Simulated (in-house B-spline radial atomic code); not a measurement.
Tl VI (Tl5+): [Xe] 4f14 5d8

All numbers are computed (Dirac-Kohn-Sham BLYP, spherical fractional occupations; Fermi nucleus of rms radius 5.4759 fm) with a radial B-spline atomic code at the basis-set limit, not measured.

Effective charges: Z_r = [3n² - l(l+1)]/(2<r>) from the radius, Z_e = n√(-2ε) from the energy, and Slater's rules. Values are occupation-weighted means over j. An effective charge above Z reflects the relativistic contraction of the inner shells.

```csv
shell,electrons,ε (eV),<r> (bohr),Z_r,Z_e,Slater
1s,2,-85506,0.01632,91.90,79.28,80.70
2s,2,-15266,0.06808,88.14,66.99,76.85
2p,6,-13286,0.06175,80.97,62.50,76.85
3s,2,-3692.6,0.177,76.26,49.42,69.75
3p,6,-3113,0.1781,70.18,45.38,69.75
3d,10,-2447.6,0.1624,64.65,40.24,59.85
4s,2,-873.88,0.3915,61.30,32.06,53.25
4p,6,-681.36,0.416,55.29,28.31,53.25
4d,10,-438.43,0.4399,47.74,22.71,41.85
5s,2,-193.97,0.8723,42.99,18.88,23.35
4f,14,-178.01,0.4674,38.51,14.47,30.45
5p,6,-140.02,0.9891,36.90,16.04,23.35
5d,8,-75.231,1.265,27.28,11.76,10.55
```

The least bound orbital is 5d5/2 at -74.18 eV, and it is also the most diffuse (<r> = 1.279 bohr).

Spin-orbit splittings of the orbital energies (j = l + 1/2 above j = l - 1/2 when positive): 2p 2066 eV, 3p 459.3 eV, 3d 98.11 eV, 4p 111.7 eV, 4d 20.85 eV, 4f 4.61 eV, 5p 20.86 eV, 5d 2.626 eV.

For the 1s electron the small component carries 9.51 % of the norm, the zero-frequency Breit interaction raises the level by 329.7 eV, self-energy by 213 eV, and vacuum polarisation lowers it by 44.77 eV.

The density falls to 0.001 bohr⁻³ at 2.916 bohr; Σ<r²> = 31.032 bohr² gives, by the non-relativistic formula and without the paramagnetism of open shells, a Langevin diamagnetic susceptibility of -24.58×10⁻⁶ cm³/mol.
